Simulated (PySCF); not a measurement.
Species: C₆H₇O₂S (charge -1).
Cartesian coordinates in Å at the GFN2-xTB level; atoms count from 1:
```xyz
16
C6H7O2S angstrom
C     -2.9063   -0.5235   -0.2599
C     -1.4068   -0.6949   -0.0726
O     -0.7889    0.5604   -0.2515
C      0.5806    0.5401   -0.1039
C      1.4667    1.5619   -0.2037
C      2.7449    0.9906    0.0395
C      2.5543   -0.3511    0.2741
S      3.6336   -1.5966    0.6255
O      1.1982   -0.6287    0.1831
H     -3.1151   -0.1422   -1.2564
H     -3.4052   -1.4808   -0.1295
H     -3.2930    0.1854    0.4680
H     -1.0085   -1.4160   -0.8006
H     -1.1862   -1.0811    0.9327
H      1.2351    2.5866   -0.4228
H      3.6889    1.4987    0.0438
```

PySCF, density fitting, gas phase, GFN2-xTB geometry. The standard run uses grid level 2 after a coarse-grid start, the def2-universal JK fitting basis (with tight functions added where the orbital basis needs them), an energy threshold of 1e-9 Eh and DIIS. The changed runs have no coarse-grid stage.

Standard PBE0/6-311G**: E = -781.032994 Eh, HOMO 0.116 eV, LUMO 4.208 eV, 14 cycles (coarse-grid cycles included). What changes at PBE0/6-311G** with: level shift 0.1 Eh?

E = -781.032994 Eh (0.000 mEh), HOMO 0.116 eV (0.000), LUMO 4.208 eV (0.000), 12 SCF cycles. The result matches the standard run within 0.02 mEh and 0.003 eV; such settings steer the iterations and don't enter the energy expression.

The cycles:
```
cycle   1  E = -780.8888991950  dE =  1.602e+00  |g| = 7.759e-01  |ddm| = 3.516e+00
cycle   2  E = -780.9103633933  dE = -2.146e-02  |g| = 8.313e-01  |ddm| = 1.327e+00
cycle   3  E = -781.0294381641  dE = -1.191e-01  |g| = 1.057e-01  |ddm| = 4.626e-01
cycle   4  E = -781.0326952404  dE = -3.257e-03  |g| = 4.209e-02  |ddm| = 1.631e-01
cycle   5  E = -781.0329609572  dE = -2.657e-04  |g| = 1.184e-02  |ddm| = 3.854e-02
cycle   6  E = -781.0329889977  dE = -2.804e-05  |g| = 4.848e-03  |ddm| = 1.373e-02
cycle   7  E = -781.0329938326  dE = -4.835e-06  |g| = 1.016e-03  |ddm| = 3.596e-03
cycle   8  E = -781.0329940774  dE = -2.447e-07  |g| = 4.360e-04  |ddm| = 1.291e-03
cycle   9  E = -781.0329941183  dE = -4.092e-08  |g| = 1.415e-04  |ddm| = 5.033e-04
cycle  10  E = -781.0329941241  dE = -5.785e-09  |g| = 5.508e-05  |ddm| = 2.466e-04
cycle  11  E = -781.0329941251  dE = -1.082e-09  |g| = 1.311e-05  |ddm| = 9.994e-05
cycle  12  E = -781.0329941252  dE = -8.890e-11  |g| = 8.631e-06  |ddm| = 3.857e-05
```
